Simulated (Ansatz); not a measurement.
One change: `C/C=C(\O)F` becomes `C/C=C(\F)C(F)F`.

Ansatz, PBE0-D4/def2-TZVP geometries, multiplicity 1. Each molecule was computed in one conformer, which needn't be the lowest.

```tsv
property	`C/C=C(\O)F`
size of the dipole moment (B3LYP/def2-TZVPP) / D	0.79
HOMO energy (PBE/def2-TZVPP) / eV	-5.27
LUMO energy (B3LYP/def2-TZVPP) / eV	0.58
LUMO energy (PBE/def2-TZVPP) / eV	0.08
size of the dipole moment (ωB97M-V/def2-TZVPP) / D	0.80
HOMO energy (PBE0/def2-TZVPP) / eV	-6.51
```

**Question.** What does the change do to each property? (Best estimate.)

**Answer.** The calculation gave: 
```json
{"property": "size of the dipole moment (B3LYP/def2-TZVPP) / D", "`C/C=C(\\F)C(F)F`": "2.01", "shift": "1.22"}
{"property": "HOMO energy (PBE/def2-TZVPP) / eV", "`C/C=C(\\F)C(F)F`": "-6.44", "shift": "-1.17"}
{"property": "LUMO energy (B3LYP/def2-TZVPP) / eV", "`C/C=C(\\F)C(F)F`": "-0.36", "shift": "-0.94"}
{"property": "LUMO energy (PBE/def2-TZVPP) / eV", "`C/C=C(\\F)C(F)F`": "-1.11", "shift": "-1.19"}
{"property": "size of the dipole moment (ωB97M-V/def2-TZVPP) / D", "`C/C=C(\\F)C(F)F`": "1.98", "shift": "1.18"}
{"property": "HOMO energy (PBE0/def2-TZVPP) / eV", "`C/C=C(\\F)C(F)F`": "-7.69", "shift": "-1.18"}
```

With PBE0 the HOMO falls by 1.18 eV and the LUMO falls by 1.09 eV, so the gap widens by about 0.09 eV. PBE moves the HOMO by -1.17 eV and ωB97M-V by -1.18 eV. The zero-point energy changes by 24.2 kJ/mol with +6 modes. Dipoles are sizes alone; their direction can turn.

Positive LUMOs are unbound, so they and the gaps depend on the basis.

B3LYP here is the variant with VWN-RPA as its local correlation; programs differ in this.
